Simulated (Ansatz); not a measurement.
The same molecule with X = B, Al, Ga. Ansatz, PBE0-D4/def2-TZVP geometries, multiplicity 2.

Scalar relativity is left out up to krypton.

```csv
X,molecule,mean X–F bond length / Å,size of the dipole moment (PBE/def2-TZVPP) / D,size of the dipole moment (ωB97M-V/def2-TZVPP) / D,"ideal-gas entropy at 298 K and 1 bar (rigid rotor, harmonic PBE0-D4/def2-TZVP) / J/(mol·K)"
B,`F[B]F`•,1.306,0.14,0.26,246
Ga,`[F][Ga][F]`•,1.756,2.18,2.45,279
```

Give the row for X = Al, `[F][Al][F]`•. (An estimate is asked.)

Computed: 
```tsv
X	molecule	mean X–F bond length / Å	size of the dipole moment (PBE/def2-TZVPP) / D	size of the dipole moment (ωB97M-V/def2-TZVPP) / D	ideal-gas entropy at 298 K and 1 bar (rigid rotor, harmonic PBE0-D4/def2-TZVP) / J/(mol·K)
Al	`[F][Al][F]`•	1.647	1.68	1.93	265
```

From B to Ga the mean X–F bond length rises at each step, by 0.450 Å in all; the ideal-gas entropy at 298 K and 1 bar (rigid rotor, harmonic PBE0-D4/def2-TZVP) rises at each step, by 33 J/(mol·K) in all. Dipoles are sizes alone, and their direction can turn along the series.
